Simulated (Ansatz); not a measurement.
C$_{2}$H$_{6}$ClGaO, SMILES `[CH3][Ga]([OH])[CH2]Cl`, relaxed with RKS PBE-D4/def2-SVP in Ansatz 0.2.0 from a rough embedded geometry. The force threshold is 0.03 eV/Å; the program also tests the step.

Charge 0, multiplicity 1.

Start:

```xyz
11

C    -0.915    0.948    0.673
Ga    0.654    0.229    0.062
O     1.891   -0.596    1.439
C     0.077   -0.417   -1.455
Cl   -0.241   -2.086   -1.338
H    -0.220    1.649    1.188
H    -1.850    1.552    0.422
H    -1.252    0.151    1.436
H     1.149   -1.323    1.509
H     1.148   -0.178   -1.549
H    -0.441    0.073   -2.387
```

(1) How much energy does the relaxation release, and in how many steps? (Estimate.)

(2) Which bonds change most? (Estimate.)

(3) Give the relaxed structure. (Best estimate.)

Results:

(1) The calculation gave: 5.26 eV, in 18 steps, 1 of them rejected.

(2) The calculation gave: Ga2–C4 from 1.747 to 1.996 Å; Ga2–O3 from 2.027 to 1.811 Å; C1–Ga2 from 1.830 to 1.962 Å; C4–Cl5 from 1.703 to 1.832 Å.

(3) Computed: 
```xyz
11

C    -1.112    1.111    1.082
Ga    0.297    0.013    0.271
O     1.509   -0.637    1.451
C     0.454   -0.556   -1.636
Cl   -0.754   -1.934   -1.653
H    -0.660    2.025    1.519
H    -1.887    1.407    0.349
H    -1.589    0.544    1.906
H     2.196   -1.193    1.041
H     1.432   -0.969   -1.948
H     0.114    0.188   -2.382
```
